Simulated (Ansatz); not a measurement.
## Abstraction of H: CHBrCl2 + SiH2(NH)(NH2) → CBrCl2 + SiH2(NH2)2

Gas-phase species: CHBrCl2 (bromodichloromethane) `ClC(Cl)Br`, singlet; SiH2(NH)(NH2), doublet; CBrCl2 `Cl[C](Cl)Br`, doublet; SiH2(NH2)2, singlet. A radical takes H: the energy is the difference in strength between the C–H bond broken and the N–H bond made.

Shapes, held fixed at every level: PBE0-D4/def2-TZVP. Flexible molecules stand in one conformer, not always the lowest. Programs: Ansatz 0.2.0. The zero-point and thermal change to 298 K, harmonic and unscaled (PBE0-D4/def2-TZVP), is +4.4 kJ/mol.

| level | kind | ΔH(298 K) (kJ/mol) | less CCSD(T)/def2-TZVPP |
| --- | --- | --- | --- |
| HF/def2-SVP | Hartree–Fock | -43.8 | +26.1 |
| PBE-D4/def2-TZVPP | GGA | -82.6 | -12.7 |
| r2SCAN-D4/def2-TZVPP | meta-GGA | -79.2 | -9.3 |
| B3LYP-D4/def2-TZVPP | global hybrid | -75.4 | -5.5 |
| CCSD/def2-SVP | coupled cluster or CI | -68.2 | +1.7 |
| CCSD/def2-TZVPP | coupled cluster or CI | -67.5 | +2.4 |
| CCSD(T)/def2-TZVPP | coupled cluster or CI | -69.9 | 0.0 |

The highest level, CCSD(T)/def2-TZVPP, gives ΔH(298 K) = -69.9 kJ/mol; the levels span -82.6 to -43.8. The column of differences is taken from that level and isn't an error. No measured value is set beside it here. Open shells run unrestricted. Relativity is left out for Br. Outer-core shells of Br are correlated, in sets that cover them unevenly.
